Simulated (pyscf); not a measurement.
Cl–BiH₂, singlet

Gas-phase minimum from PySCF at ωB97X-D3(BJ)/def2-SVP, one conformer. 

```xyz
4

Cl     1.8104    -1.0015    -0.2045
Bi     0.1814     0.1608    -1.6403
H     -0.1563     1.4489    -0.4447
H     -1.2224    -0.7662    -1.0301
```
Charge 0, spin multiplicity 1.

Bond lengths (Å): Cl1–Bi2 2.463, Bi2–H3 1.790, Bi2–H4 1.790. Bond angles (°): Cl1–Bi2–H3 94.3, Cl1–Bi2–H4 94.3, H3–Bi2–H4 89.8.

Properties at ωB97X-D3(BJ)/def2-SVP:

```yaml
harmonic_wavenumbers_unscaled: 351, 578, 599, 811, 1873, 1880 cm⁻¹
zero_point_energy: 8.7 kcal/mol
rotational_symmetry_number: 1
Entropy of this conformer at 298 K and 1 atm, rigid rotor and harmonic oscillator, modes under 100 cm⁻¹ raised to 100: 286.8 J/(mol K)
dipole_moment: 3.59 D
```

Single-point totals, which compare only within one level (frozen core for MP2 and CC):

```
level                   total energy (hartree)
----------------------  ----------------------
ωB97X-D3(BJ)/def2-TZVP              -676.14701
PBE/def2-TZVP                       -675.90463
r²SCAN/def2-TZVP                    -676.13638
B3LYP-D3(BJ)/def2-TZVP              -676.16758
PBE0-D3(BJ)/def2-TZVP               -675.91764
M06-2X/def2-TZVP                    -675.90704
ωB97M-D3(BJ)/def2-TZVP              -676.13087
HF/def2-TZVPP                       -674.24725
MP2/def2-TZVPP                      -674.87964
CCSD/def2-TZVPP                     -674.87838
CCSD(T)/def2-TZVPP                  -674.89776
```

The CCSD(T) − MP2 part came from Ansatz, without density fitting, on the same reference. The frozen core leaves the outer d or s,p core shells of the metals and heavy elements correlated in the MP2 and CC values, and def2-TZVPP describes them poorly, so these totals are far from the basis limit. Elements past Kr carry the def2 core potentials, without spin-orbit coupling.
